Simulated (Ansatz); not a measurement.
A nudged elastic band was laid between two geometries of ClH$_{3}$S$_{2}$Si (7 atoms, charge 0, multiplicity 1).

Theory: Ansatz, RKS PBE0-D4/def2-SVP.

- movable images: 5
- climbing image: yes
- spring: 5.0 eV/Å²
- optimiser: quadratic models (default)
- start path: IDPP
- force threshold: 0.05 eV/Å
- iteration limit: 60
- end points: relaxed

Initial state:

```xyz
7
Properties=species:S:1:pos:R:3
S -1.641 1.241 -0.804
S 0.218 0.533 -1.461
Si 0.909 -0.221 0.420
Cl -0.254 -1.811 1.044
H -2.305 0.063 -0.892
H 2.297 -0.704 0.181
H 0.837 0.831 1.466
```

Final state:

```xyz
7
Properties=species:S:1:pos:R:3
S -0.173 1.701 -1.359
S -0.670 -0.337 -1.350
Si 0.385 -0.676 0.493
Cl 0.189 -2.683 0.940
H -1.262 2.150 -0.687
H 1.825 -0.349 0.334
H -0.233 0.125 1.584
```

**Question.** What changes between the two ends?

**Answer.** No bond is made or broken. The dihedral S1–S2–Si3–H7 goes from -54 to 62°.

**Question.** Give the energies along the band, and the barrier.

**Answer.** The forces met the threshold. The highest image is number 3 of 0 to 6, 0.131 eV above the first end and 0.098 eV above the last; the last end lies 0.033 eV above the first. A vibrational analysis at the climbing image gives one clearly imaginary mode, 64i cm⁻¹: a first-order saddle point.

```
image  path coordinate (Å)  energy (eV)  dihedral S1–S2–Si3–H7 (°)
    0                 0.00        0.000                        -54
    1                 0.62        0.033                        -35
    2                 1.24        0.094                        -15
    3                 1.85        0.131                          8
    4                 2.41        0.113                         27
    5                 2.97        0.064                         46
    6                 3.53        0.033                         62
```

**Question.** What is the geometry of the highest image?

**Answer.** 
```xyz
7
Properties=species:S:1:pos:R:3:forces:R:3
S -1.054 1.742 -1.065 0.00 0.03 0.00
S -0.088 -0.062 -1.478 0.01 0.00 -0.02
Si 0.767 -0.516 0.454 0.00 0.00 0.01
Cl 0.219 -2.428 1.015 0.00 0.00 0.01
H -2.276 1.232 -0.781 -0.01 -0.02 0.01
H 2.253 -0.506 0.378 0.00 0.00 -0.01
H 0.240 0.469 1.432 0.00 0.00 0.00
```

**Question.** What are the harmonic wavenumbers there?

**Answer.** 64i, 153, 169, 272, 482, 513, 558, 573, 697, 848, 883, 929, 2258, 2282, 2680 cm⁻¹.

The run took 110 s on 1 thread of Intel(R) Xeon(R) Processor @ 2.70GHz (shared host), peak memory 0.2 GiB.
